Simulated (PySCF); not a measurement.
Species: m-cymene, C₁₀H₁₄.
Atom-mapped SMILES: `[CH3:1][c:2]1[cH:3][cH:4][cH:5][c:6]([CH:7]([CH3:8])[CH3:9])[cH:10]1` (hydrogens: H11, H12, H13 on C1; H14 on C3; H15 on C4; H16 on C5; H17 on C7; H18, H19, H20 on C8; H21, H22, H23 on C9; H24 on C10)

The calculation used PySCF, PBE0-D3(BJ)/def2-SVP geometry optimisation, gas phase.

**Question.** List the bond lengths, angles and torsions at this level.

**Answer.** 
```tsv
bond	length (pm)	order
C1–C2	150.2	single
C2–C3	140.0	aromatic
C3–C4	139.2	aromatic
C4–C5	139.4	aromatic
C5–C6	139.8	aromatic
C6–C7	151.5	single
C7–C8, C7–C9	152.8	single
C6–C10	140.0	aromatic
C2–C10	139.8	aromatic
C1–H11, C1–H12, C1–H13	110.1	single
C3–H14	109.4	single
C4–H15	109.3	single
C5–H16	109.4	single
C7–H17	110.4	single
C8–H18 and 5 like bonds	110.1	single
C10–H24	109.5	single
```

Bonds in one row agree within 1 pm and their mean is given. Orders are formal, as drawn. A selection of angles:
```tsv
angle	degrees
C1–C2–C3	121.0
C1–C2–C10	120.7
C3–C2–C10	118.3
C2–C3–C4	120.5
C3–C4–C5	120.2
C4–C5–C6	120.6
C5–C6–C7	120.8
C5–C6–C10	118.2
C7–C6–C10	120.9
C6–C7–C8	111.6
C8–C7–C9	111.4
C2–C10–C6	122.1
```

Torsions: C5–C6–C7–C8 117° (anticlinal). The mirror-image conformer, all signs reversed, is as good.

The 6-membered ring C2–C3–C4–C5–C6–C10 has internal angles of 118.2° to 122.1° (sum 720°, against 720° for a flat polygon); it is planar, 0.00 Å rms from its mean plane, widest ring torsion 0°. Of the pairs four or more bonds apart, H16···H17 is among the closest relative to their van der Waals radii: 2.28 Å, 95 % of the sum of Bondi's values. The 10 C–C bonds span 1.392 Å (C3–C4, aromatic) to 1.528 Å (C7–C8, drawn single), a spread of 0.136 Å.

Whether it is a minimum is left open (no frequencies). One conformer, not necessarily the lowest.
